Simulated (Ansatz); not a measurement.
Two isomers of C4H5F3: A = `C/C(F)=C/C(F)F`, B = `C/C=C/C(F)(F)F`.

Program: Ansatz. Geometries: PBE0-D4/def2-TZVP. ΔE: electronic, gas phase. CBS: MP2 limit from def2 TZ/QZ plus the TZ coupled-cluster correction, frozen cores. Double bonds are as drawn, so ΔE can hold a change between cis and trans. Functionals use def2-TZVPP. B3LYP here is the variant with VWN-RPA as its local correlation; programs differ in this. One conformer a species, not always the lowest.

**Question.** Which isomer does CCSD(T)/CBS put lower? Give the gap. (Estimate.)

**Answer.** Computed: B, by 9.5 kcal/mol.

**Question.** Give E(B) − E(A) in kcal/mol with CCSD/def2-TZVPP, CCSD(T)/def2-SVP, B2PLYP, CCSD(T)/def2-TZVPP, B3LYP-D4, HF/def2-TZVPP, B3LYP. (Estimate.)

**Answer.** The calculation gave: CCSD/def2-TZVPP -10.0, CCSD(T)/def2-SVP -12.7, B2PLYP -8.7, CCSD(T)/def2-TZVPP -10.0, B3LYP-D4 -7.9, HF/def2-TZVPP -10.7, B3LYP -7.7. None reverses the order clearly.

**Question.** Does the order hold for the free energy at 298.15 K (harmonic terms from PBE0-D4)? (An estimate is asked.)

**Answer.** Ansatz gave: Yes: G(B) − G(A) = -9.5 kcal/mol, for one conformer each. Modes under 60 cm⁻¹, often nearly free rotors, make the harmonic entropy too high.

Largest T1 diagnostic: 0.012.

At CCSD(T), def2-SVP lies −3.2 kcal/mol from the extrapolated value and def2-TZVPP −0.5 kcal/mol. Leaving LDA and LC-ωPBE aside and taking each functional with its dispersion term where it has one, the values, not all of them listed here, spread over 3.3 kcal/mol, from r2SCAN0-D4 to BLYP-D4. LDA lies −1.3 kcal/mol from PBE without D4.
